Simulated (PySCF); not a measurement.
Ga(I)2(OH) (GaHI₂O), SMILES [OH][Ga]([I])[I]. Atoms are numbered in the order given.

```xyz
5

Ga     0.7532     0.0086     0.0000
I     -0.4429    -2.1879     0.0000
I     -0.4375     2.1868     0.0000
O      2.5467     0.0764     0.0000
H      2.9374    -0.8192     0.0000
```
Charge 0, spin multiplicity 1.

Coordinates come from a PBE-D3(BJ)/def2-SVP optimisation. The def2 effective core potentials stand for the cores of I; spin–orbit coupling is left out. The values are those of a single conformer.

All values below come from PBE-D3(BJ)/def2-SVP (PySCF).

Frequencies are harmonic and unscaled.

```tsv
mode	ν (cm⁻¹)	IR (km/mol)	moving atoms (share of kinetic energy)
1	63	0.6	I 69 %, Ga 25 %
2	120	3.4	Ga 57 %, O 34 %
3	137	12.0	O 76 %, I 12 %, H 11 %
4	198	4.0	I 56 %, Ga 34 %, O 9 %
5	286	65.4	Ga 74 %, I 25 %
6	338	96.6	H 92 %
7	682	82.6	O 80 %, Ga 20 %
8	813	112.3	H 91 %
9	3711	77.4	H 94 %
```
